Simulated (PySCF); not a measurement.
Ligand exchange on a metal centre used in film growth or etching (Hf F-OH). All species are isolated molecules in the gas phase. One relaxed conformer stands for each flexible species; it need not be the lowest.

The numbers are results of TPSSh-D3(BJ)/def2-TZVP // BP86-D3(BJ)/def2-SVP run with PySCF, not measurements. 

```csv
species,mean distance from the central atom to its bonded neighbours (Å),coordination number
0 of 4 F replaced by OH ([Hf(F)4]),1.915,4
1 of 4 F replaced by OH ([Hf(F)3(OH)]),[?],[?]
2 of 4 F replaced by OH ([Hf(F)2(OH)2]),1.929,4
3 of 4 F replaced by OH ([Hf(F)(OH)3]),1.936,4
4 of 4 F replaced by OH ([Hf(OH)4]),1.942,4
```

Problem. Complete the blanks.

Solution. 
- 1 of 4 F replaced by OH ([Hf(F)3(OH)]), mean distance from the central atom to its bonded neighbours (Å): 1.922
- 1 of 4 F replaced by OH ([Hf(F)3(OH)]), coordination number: 4
